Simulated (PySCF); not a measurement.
## Bonding in Si(CN)4

Si(CN)4, C4N4Si.
Cartesian coordinates in Å at the PBE0-D3(BJ)/def2-SVP level; atoms count from 1:
```
atom  x, y, z in Å
Si1    0.011   -0.008    0.000
C2    -0.003   -0.018    1.833
N3    -0.008   -0.025    2.992
C4     1.745   -0.011   -0.595
N5     2.841   -0.010   -0.970
C6    -0.838    1.496   -0.616
N7    -1.371    2.446   -1.009
C8    -0.851   -1.498   -0.630
N9    -1.393   -2.440   -1.031
```

Bond orders from the PBE0/pcSseg-1 density (PySCF). Geometry: PBE0-D3(BJ)/def2-SVP; no solvent, vibrations or thermal averaging.

Problem. Set the Mayer orders of the bonds beside their lengths.

Solution. 
| bond | length (Å) | Mayer order |
| --- | --- | --- |
| Si1–C2 | 1.833 | 0.860 |
| Si1–C4 | 1.833 | 0.860 |
| Si1–C6 | 1.834 | 0.860 |
| Si1–C8 | 1.833 | 0.860 |
| C2–N3 | 1.159 | 2.863 |
| C4–N5 | 1.159 | 2.863 |
| C6–N7 | 1.159 | 2.863 |
| C8–N9 | 1.159 | 2.863 |

Problem. Sum the orders of all bonds at each heavy atom with more than one neighbour.

Solution. Si1 3.440, C2 3.723, C4 3.723, C6 3.723, C8 3.723. Orders between atoms that aren't bonded are not in these sums.

For a closed shell the Mayer order of atoms A and B is Σ (PS)μν (PS)νμ over the basis functions μ on A and ν on B, with P the density and S the overlap matrix.
